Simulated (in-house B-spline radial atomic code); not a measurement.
Tc²⁺. Computed with a B-spline radial atomic code. Model: non-relativistic spherical atom: semilocal Troullier-Martins pseudo-atom, one channel per l, against all electrons, high spin, G0W0 and RPA with empty states to l = 8, local potential for every l without a channel, a model core (radius 0 = none) keeps its share of the functional.

Without relativity these are model numbers for so heavy an element.

What the tables leave out is listed at the end.

The pseudopotential gives back the lowest level of each angular momentum of its own functional in the configuration it was made in; a second state of the same l is only approximately right. Exact exchange, RPA and GW see the smooth pseudo-orbitals and miss the exchange with the core, for which the functional's share stands in. The column with an uncorrelated core keeps all orbitals and exact exchange, and so separates missing core correlation from pseudisation. Only the three outermost levels and the lowest empty one were computed. RPA here is direct RPA, with no exchange kernel, and its energies carry an (l + 1/2)⁻⁴ tail. A hybrid on a potential with a model core restores only its own semilocal share of the core's exchange.

Command:
```bash
python run_psgw.py task.json out
```
Settings (lengths in bohr, energies in hartree):
```
Z                      43
electrons              41
configuration          [Kr] 4d5
generated_in           [Kr] 4d5 5s2
functional             lda,vwn
core_shells            6
radius_factor          0.9
core_correction        True
```

Run time, properties included: 28 s on 1 thread of Intel(R) Xeon(R) Platinum 8488C (Sapphire Rapids) (shared host).

Given: made with LDA VWN5; model core radius 0.713 bohr; local radius 0.906 bohr; mean-field start PBE0.

Valence shells of the generating configuration: 4s, 4p, 4d, 5s.

Channel: s 0.867, p 0.927, d 1.124 (radii in bohr).

Computed: largest level miss in the spin-unpolarised generating configuration 0.14 eV; valence RPA correlation energy pseudo -0.72396 hartree; all-electron RPA polarisability, core included 6.594 bohr³; pseudo-atom RPA polarisability 6.4893 bohr³.

```
          level  occupied  mean-field all-electron (eV)  mean-field pseudo minus all (eV)  G0W0 all-electron (eV)  G0W0 uncorrelated core minus all (eV)  G0W0 pseudo minus all (eV)  exchange self-energy all-electron (eV)  exchange self-energy pseudo (eV)
          4d up         1                         -25.9                            -0.272                 -30.425                                  0.107                      -0.409                                 -30.464                           -27.419
        4p down         1                       -60.589                             0.087                 -65.511                                  0.259                       0.098                                 -36.952                           -30.182
4d down (empty)         0                       -18.423                            -0.247                 -15.144                                  0.114                      -0.311                                 -10.352                           -7.4955
```

Q: What is the valence RPA correlation energy all-electron orbitals?

A: -0.68288 hartree.

Among the listed levels the largest G0W0 shift of the pseudo-atom is -0.41 eV, for 4d up on the PBE0 start, while leaving the core uncorrelated moves that level by +0.11 eV. So pseudisation and the lost core exchange, not the missing core correlation, make the error. Not in the tables (levels of low weight, unsolved or above zero; the highest and the empty levels are kept at any weight): on LDA, a start not tabulated, the G0W0 levels 4d up (pseudo minus all -0.17 eV, weights 0.18 and 0.36), 4p down (pseudo minus all -0.59 eV, weights 0.84 and 0.83), 4p up (pseudo minus all -0.37 eV, weights 0.10 and 0.10), 4d down (pseudo minus all -0.52 eV, weights 0.80 and 0.73); on PBE0 the G0W0 levels 4p up (pseudo minus all +2.04 eV, weights 0.34 and 0.06); no Hartree-Fock pseudo-atom is run with a model core.
